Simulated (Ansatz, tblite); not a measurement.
Removing and adding an electron: (4-tert-butylphenyl)diphenylsulfonium bromide, `CC(C)(C)c1ccc([S+](c2ccccc2)c2ccccc2)cc1.[Br-]`. Total charge 0; singlet. Geometry: PBE-D4/def2-SVP. Ansatz, gas phase; energy differences of separate SCF runs; the oxidised species was run as a doublet alone; the reduced species was run as a doublet alone.

```xyz
47

C     1.789   -4.420    2.009
C     0.801   -3.941    0.930
C    -0.584   -4.566    1.224
C     1.308   -4.427   -0.449
C     0.669   -2.410    0.900
C    -0.217   -1.800   -0.018
C    -0.369   -0.411   -0.083
C     0.400    0.402    0.769
S     0.215    2.210    0.769
C    -1.602    2.237    0.309
C    -2.470    2.015    1.392
C    -3.855    2.101    1.200
C    -4.370    2.433   -0.065
C    -3.495    2.673   -1.136
C    -2.105    2.577   -0.956
C     0.893    2.811   -0.790
C     1.320    1.952   -1.810
C     1.800    2.515   -3.003
C     1.837    3.908   -3.170
C     1.401    4.751   -2.133
C     0.930    4.208   -0.931
C     1.289   -0.167    1.690
C     1.405   -1.563    1.752
H     1.469   -4.116    3.026
H     1.851   -5.527    1.996
H     2.813   -4.028    1.836
H    -1.334   -4.295    0.454
H    -0.509   -5.673    1.245
H    -0.971   -4.229    2.207
H     2.299   -3.989   -0.685
H     1.410   -5.532   -0.454
H     0.612   -4.150   -1.267
H    -0.815   -2.420   -0.702
H    -1.088    0.030   -0.788
H    -2.059    1.768    2.385
H    -4.536    1.919    2.045
H    -5.457    2.509   -0.214
H    -3.895    2.937   -2.127
H    -1.423    2.764   -1.798
H     1.305    0.863   -1.668
H     2.154    1.852   -3.807
H     2.216    4.340   -4.107
H     1.442    5.844   -2.253
H     0.619    4.859   -0.101
H     1.912    0.499    2.312
H     2.103   -1.987    2.487
Br    2.891    2.671    1.579
```

The xTB rows come from tblite. Single mean-field runs in def2-TZVP are fitted with def2-universal-jkfit. HOMO above LUMO, or a gap near zero within one spin, warns that the state may not be the lowest or that an electron is smeared out.

```json
{"level": "GFN2-xTB", "−HOMO (eV)": "8.54", "vertical IE (eV)": "11.52", "−LUMO (eV)": "7.28", "vertical EA (eV)": "5.42", "HOMO–LUMO gap (eV)": "1.25", "IE − EA (eV)": "6.11", "remarks": "–"}
{"level": "PBE-D4/def2-TZVP", "−HOMO (eV)": "4.55", "vertical IE (eV)": "7.11", "−LUMO (eV)": "2.29", "vertical EA (eV)": "0.61", "HOMO–LUMO gap (eV)": "2.26", "IE − EA (eV)": "6.50", "remarks": "HOMO above zero (-1 doublet), gap within one spin near zero (+1 doublet), gap within one spin near zero (-1 doublet)"}
{"level": "PBE0-D4/def2-TZVP", "−HOMO (eV)": "5.58", "vertical IE (eV)": "7.19", "−LUMO (eV)": "1.48", "vertical EA (eV)": "0.39", "HOMO–LUMO gap (eV)": "4.10", "IE − EA (eV)": "6.80", "remarks": "HOMO above zero (-1 doublet)"}
```

(1) Estimate the rows for GFN1-xTB, BLYP-D4/def2-TZVP.

Results:

(1) 
```json
{"level": "GFN1-xTB", "−HOMO (eV)": "8.59", "vertical IE (eV)": "11.67", "−LUMO (eV)": "7.85", "vertical EA (eV)": "5.94", "HOMO–LUMO gap (eV)": "0.75", "IE − EA (eV)": "5.74", "remarks": "–"}
{"level": "BLYP-D4/def2-TZVP", "−HOMO (eV)": "4.35", "vertical IE (eV)": "7.00", "−LUMO (eV)": "2.11", "vertical EA (eV)": "0.49", "HOMO–LUMO gap (eV)": "2.24", "IE − EA (eV)": "6.51", "remarks": "HOMO above zero (-1 doublet), gap within one spin near zero (+1 doublet), gap within one spin near zero (-1 doublet)"}
```

Relaxing the reduced species (PBE-D4/def2-SVP) changes its energy by -0.47 eV at PBE-D4/def2-TZVP, so the adiabatic electron affinity to this nearest minimum is 1.08 eV. On the way the bond S9–Br47 breaks. At PBE0-D4/def2-TZVP it is 0.98 eV. The highest occupied level of the relaxed charge -1 doublet lies above zero (up to 0.35 eV). By energy differences its removal costs 1.08 eV (each at its own geometry, to the charge 0 singlet, at PBE-D4/def2-TZVP); self-interaction error and the lack of diffuse functions both raise the level.     A HOMO above zero means that the electron is unbound at that level or that self-interaction error raises the level; the energy of removing that electron tells which. Raw xTB energy differences between charge states are shifted by several eV; the methods need an empirical correction for them. Sets without diffuse functions give affinities that are too small.
